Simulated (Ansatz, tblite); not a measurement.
Removing and adding an electron: the cluster Rb₃F₃. The state is a singlet with charge 0. Geometry: PBE0-D4/def2-SVP. Ansatz, gas phase; energy differences of separate SCF runs; the oxidised species was run as a doublet alone; the reduced species was run as a doublet alone.

```xyz
6

Rb   -1.6294   -2.1473   -0.8837
Rb   -0.3438    1.4440   -0.5435
Rb    2.2872   -0.2679    1.6620
F     1.6087    1.9889    1.0380
F    -2.3392    0.1112   -1.4682
F     0.4165   -1.1288    0.1953
```

In the def2 sets Rb takes a core potential; there is no spin–orbit coupling. The xTB rows come from tblite. Correlated methods freeze 3 core orbitals; core or outer-core shells of Rb are correlated, in sets that lack core-valence functions. The rows differ in basis, and correlated rows in double-zeta sets carry the largest basis error. In CCSD on the charge 1 doublet the largest single amplitude is 0.54, so its Hartree–Fock determinant may place the open shell otherwise than the density functionals do. HOMO above LUMO, or a gap near zero within one spin, warns that the state may not be the lowest or that an electron is smeared out. Another isomer (singlet) lies 0.03 eV lower at PBE0-D4/def2-TZVP; other spin states weren't run for this one.

Problem. Estimate orbital energies and vertical ionisation energies and electron affinities at: GFN1-xTB; GFN2-xTB; PBE-D4/def2-TZVP; PBE-D4/def2-TZVPD; r2SCAN-D4/def2-TZVP; r2SCAN-D4/def2-TZVPD; PBE0-D4/def2-TZVP; PBE0-D4/def2-TZVPD; CCSD/def2-SVP; CCSD(T)/def2-SVP.

Solution. 
```tsv
level	−HOMO (eV)	vertical IE (eV)	−LUMO (eV)	vertical EA (eV)	HOMO–LUMO gap (eV)	IE − EA (eV)	remarks
GFN1-xTB	10.23	12.27	9.80	8.35	0.43	3.91	–
GFN2-xTB	8.99	12.27	7.80	4.39	1.19	7.88	–
PBE-D4/def2-TZVP	4.67	7.85	1.12	–	3.55	–	gap within one spin near zero (+1 doublet)
PBE-D4/def2-TZVPD	4.75	–	1.08	0.26	3.67	–	HOMO above zero (-1 doublet), gap within one spin near zero (-1 doublet)
r2SCAN-D4/def2-TZVP	4.93	7.99	0.52	–	4.41	–	gap within one spin near zero (+1 doublet)
r2SCAN-D4/def2-TZVPD	5.02	–	0.47	0.11	4.55	–	HOMO above zero (-1 doublet), gap within one spin near zero (-1 doublet)
PBE0-D4/def2-TZVP	6.45	8.53	0.65	–	5.80	–	–
PBE0-D4/def2-TZVPD	6.53	–	0.61	0.18	5.92	–	HOMO above zero (-1 doublet)
CCSD/def2-SVP	–	8.90	–	–	–	–	large T1 (0.091) (+1 doublet)
CCSD(T)/def2-SVP	–	8.88	–	–	–	–	large T1 (0.091) (+1 doublet)
```

Run but left out: HF/def2-SVP, MP2/def2-SVP (charge +1 doublet: a determinant that CCSD turns far, T1 0.091).   A HOMO above zero means that the electron is unbound at that level or that self-interaction error raises the level; the energy of removing that electron tells which. Raw xTB energy differences between charge states are shifted by several eV; the methods need an empirical correction for them.
